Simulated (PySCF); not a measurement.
Species: diphenylmethane, C13H12.
InChI=1S/C13H12/c1-3-7-12(8-4-1)11-13-9-5-2-6-10-13/h1-10H,11H2

Torsions of this conformer, `[cH:1]1[cH:2][cH:3][c:4]([CH2:5][c:6]2[cH:7][cH:8][cH:9][cH:10][cH:11]2)[cH:12][cH:13]1`: C3–C4–C5–C6 129°, C4–C5–C6–C7 -52°.

The closed-shell ground state was solved at several levels (PySCF, density fitting, gas phase, non-relativistic). Geometry: PBE0-D3(BJ)/def2-SVP, one conformer, isolated molecule.

```csv
level,basis functions,total energy (Eh),HOMO (eV),LUMO (eV),gap (eV),dipole (D)
PBE0/def2-SVPD,356,-501.6762,-6.84,-0.44,6.40,0.12
PBE0/pcSseg-1,281,-501.9463,-6.85,-0.37,6.48,0.07
B3LYP/pcJ-1,471,-502.6382,-6.60,-0.52,6.08,0.06
```

Q: What might wB97X-D/pcSseg-1 (281 basis functions) give for the same quantities?

A: Total energy -502.3679 Eh, HOMO -8.58 eV, LUMO 1.35 eV, gap 9.93 eV, dipole 0.07 D.

Q: Over all these levels, which gives the widest orbital gap and which the narrowest?

A: wB97X-D/pcSseg-1 (range-separated hybrid) has the widest, 9.93 eV, and B3LYP/pcJ-1 (global hybrid, 20 % exact exchange) the narrowest, 6.08 eV. Functional and basis both differ between the two, so the spread mixes both effects.

Q: How far do the dipole and the HOMO energy spread over the levels?

A: The dipole runs from 0.06 to 0.12 D (mean 0.08 D) and the HOMO from -8.58 to -6.60 eV.

wB97X-D is run here without its empirical dispersion term; that term would change no orbital, density or response property at a fixed geometry.
